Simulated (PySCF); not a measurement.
SMILES [SiH3]C[Si](Cl)(Cl)Cl, B3LYP/def2-SVP optimised geometry.

```
11

Si    -2.00    -1.15    -1.72
C     -0.11    -1.00    -1.49
Si     0.54    -0.10     0.00
Cl    -0.11     1.87     0.00
Cl     2.60    -0.10     0.00
Cl    -0.11    -1.00     1.75
H     -2.60    -1.87    -0.57
H     -2.61     0.21    -1.83
H     -2.26    -1.91    -2.97
H      0.31    -2.02    -1.46
H      0.31    -0.51    -2.38
```

Density from B3LYP/def2-TZVP run with PySCF at that geometry.

Minimum of the electron density along straight lines between bonded atoms, close to the bond critical point (lines longer than 1.1 times the sum of covalent radii, or with two minima, are not listed):

| bond | length / Å | ρ at the minimum / e bohr⁻³ | ∇²ρ there / e bohr⁻⁵ | position (fraction from the first atom) |
|---|---|---|---|---|
| Si1–C2 | 1.902 | 0.113 | 0.15 | 0.39 |
| C2–Si3 | 1.857 | 0.129 | 0.14 | 0.61 |
| Si3–Cl4 | 2.067 | 0.100 | 0.18 | 0.36 |
| Si3–Cl5 | 2.068 | 0.100 | 0.18 | 0.36 |
| Si3–Cl6 | 2.067 | 0.100 | 0.18 | 0.36 |
| Si1–H7 | 1.489 | 0.121 | 0.14 | 0.49 |
| Si1–H8 | 1.489 | 0.121 | 0.14 | 0.49 |
| Si1–H9 | 1.491 | 0.121 | 0.14 | 0.49 |
| C2–H10 | 1.105 | 0.264 | -0.84 | 0.64 |
| C2–H11 | 1.105 | 0.264 | -0.84 | 0.64 |
